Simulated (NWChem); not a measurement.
**Correlation energy of H₃B**

SMILES: B
```xyz
4

B      0.0000     0.0000     0.0000
H      0.0000     0.0000     1.2044
H     -1.0430     0.0000    -0.6022
H      1.0430     0.0000    -0.6022
```
Charge 0, spin multiplicity 1.

The numbers come from NWChem runs, not from measurements. The geometry was optimised at B3LYP/def2-SVP, a minimum by its harmonic frequencies.

Basis set: 6-311G**. Each correlation energy counts from its own Hartree-Fock reference.

| method | correlation energy (mHa) | difference from CCSD(T) |
|---|---|---|
| MP2 | -97.7 | +24.9 |
| SCS-MP2 | -108.5 | +14.2 |
| CR-CCSD[T] | -122.5 | +0.1 |
| CR-CCSD(T) | -122.5 | +0.2 |
| CCSD | -120.8 | +1.9 |
| CCSD+T(CCSD) | -122.7 | 0.0 |
| CCSD(T) | -122.7 | 0.0 |
| CCSDT | -123.0 | -0.4 |

The values span 25.3 mHa, from CCSDT (lowest) to MP2 (highest). 

The correlated methods keep 1 core orbital frozen. The Pople sets run with spherical d functions. The structure started from a generated list of species. Differences from the coupled-cluster row are differences between methods, not errors against experiment.
